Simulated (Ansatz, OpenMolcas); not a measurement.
# A small benchmark: atomisation enthalpy at 298 K

8 molecules holding an element from Na to Cl; the atomisation enthalpy at 298 K in kJ/mol, computed less measured. Shapes, held fixed at every level: PBE0-D4/def2-TZVP. Thermal terms are harmonic and unscaled (PBE0-D4/def2-TZVP); the spin-orbit lowering of the free atoms is taken from their spectra. Programs: Ansatz 0.2.0, OpenMolcas 26.06. Measured values: Active Thermochemical Tables, NIST-JANAF tables.

Levels: A = HF/6-311+G**; B = PBE/6-311+G**; C = CCSD(T)/def2-TZVPP.

```tsv
molecule	from tabulated heats	A	B	C
BCl2F (SMILES FB(Cl)Cl)	1537	-398	+24	-49
BCl3 (boron trichloride)	1337	-342	+34	-47
PF3 (phosphorus trifluoride)	1513	-685	-83	-80
SO3 (sulfur trioxide)	1420	-1087	-79	-102
CHClF2 (difluorochloromethane)	1698	-608	+49	-57
SiH2Cl2 (SMILES Cl[SiH2]Cl)	1449	-396	-70	-50
SO2F2 (sulfuryl fluoride)	1693	-1155	-132	-106
C2H5Cl (chloroethane)	2756	-726	+18	-67
```

(1) Sum up the errors.

Results:

(1) 
```
             level                   kind  mean error  mean absolute error  worst case
      HF/6-311+G**           Hartree–Fock      -674.6                674.6       SO2F2
     PBE/6-311+G**                    GGA       -29.9                 61.1       SO2F2
CCSD(T)/def2-TZVPP  coupled cluster or CI       -69.8                 69.8       SO2F2
```

On this set PBE/6-311+G** has the smallest mean absolute error and HF/6-311+G** the largest. HF/6-311+G** is too low in 8 of 8; CCSD(T)/def2-TZVPP is too low in 8 of 8. The heats of SiH2Cl2 (dichlorosilane (DCS)), SO2F2 (sulfuryl fluoride) come from older tables and can be uncertain by 10 kJ/mol or more. Heats of the atoms come from ATcT where it has them, that of boron, 570 kJ/mol, from recent work. The levels differ in basis as well as in method. The tabulated value of BCl2F is in doubt (older tables, estimates, or at odds with other calculations) and kept here. Over the 7 molecules whose values aren't doubted the mean absolute errors are A 714.1; B 66.4; C 72.7. Hartree–Fock lacks correlation and underbinds. Correlated wave functions converge slowly with the basis. The set is small.
